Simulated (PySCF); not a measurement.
## Excitation energy of Ca by level of theory

Ca [Ar] 4s2 (1S) → Ca [Ar] 4p2 (3P), as a difference of total energies. Computed with PySCF 2.14 in def2-QZVPPD (11s6p4d3f, 70 functions), with the non-relativistic Hamiltonian (point nucleus). Correlated levels: valence and next inner shell: [Ne] frozen. The calculations carry no spin-orbit coupling.

| method | excitation energy (eV) | difference from reference (eV) |
| --- | --- | --- |
| UHF | 4.122 | -0.652 |
| MP2 (valence and next inner shell) | 4.912 | +0.138 |
| SCS-MP2 (valence and next inner shell) | 5.027 | +0.253 |
| CCSD (valence and next inner shell) | 4.804 | +0.030 |
| CCSD(T) (valence and next inner shell) | 4.810 | +0.036 |

Reference: 4.774 eV (measured; NIST levels, between the centres of gravity of the two terms).

These non-relativistic numbers lack the scalar-relativistic shift.

Errors of the correlated levels include the incompleteness of this basis and the frozen core.

The coupled-cluster amplitudes are large for the upper state (T1 above 0.03 or a double amplitude above 0.15), so a single reference is strained.
